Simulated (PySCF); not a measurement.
PySCF 2.14 output of an unrestricted PBE calculation on a single atom or ion in x2c-SVPall (6s5p5d1f, 53 functions), with the spin-free X2C one-electron Hamiltonian (Gaussian nucleus):

```
SCF conv_tol = 1e-09
number electrons alpha = 24  beta = 18
    J. P. Perdew, K. Burke, and M. Ernzerhof.,  Phys. Rev. Lett. 77, 3865 (1996)
    J. P. Perdew, K. Burke, and M. Ernzerhof.,  Phys. Rev. Lett. 78, 1396 (1997)
    J. P. Perdew, K. Burke, and M. Ernzerhof.,  Phys. Rev. Lett. 77, 3865 (1996)
    J. P. Perdew, K. Burke, and M. Ernzerhof.,  Phys. Rev. Lett. 78, 1396 (1997)
cycle= 1 E= -4284.22152152402  delta_E= -0.00753  |g|= 0.0549  |ddm|= 0.248
cycle= 2 E= -4284.22163060497  delta_E= -0.000109  |g|= 0.0317  |ddm|= 0.0571
cycle= 3 E= -4284.22180989816  delta_E= -0.000179  |g|= 0.00598  |ddm|= 0.0285
cycle= 4 E= -4284.2218218224  delta_E= -1.19e-05  |g|= 0.000183  |ddm|= 0.00631
cycle= 5 E= -4284.22182185524  delta_E= -3.28e-08  |g|= 6.95e-05  |ddm|= 0.00228
cycle= 6 E= -4284.22182186293  delta_E= -7.69e-09  |g|= 7.49e-06  |ddm|= 0.000662
cycle= 7 E= -4284.22182186302  delta_E= -8.91e-11  |g|= 4.5e-07  |ddm|= 8e-05
converged SCF energy = -4284.22182186302  <S^2> = 12.00025  2S+1 = 7.0000715
```

The run itself started from symmetry-adapted Hartree-Fock orbitals and held the occupation by maximum overlap, on a logarithmic radial grid, so the iterations belong to that start.

**Question.** Which element, charge and spin multiplicity is this?

**Answer.** Tc+ (technetium, charge +1), multiplicity 7; the state was [Kr] 4d5 5s1, high-spin 7S determinant.
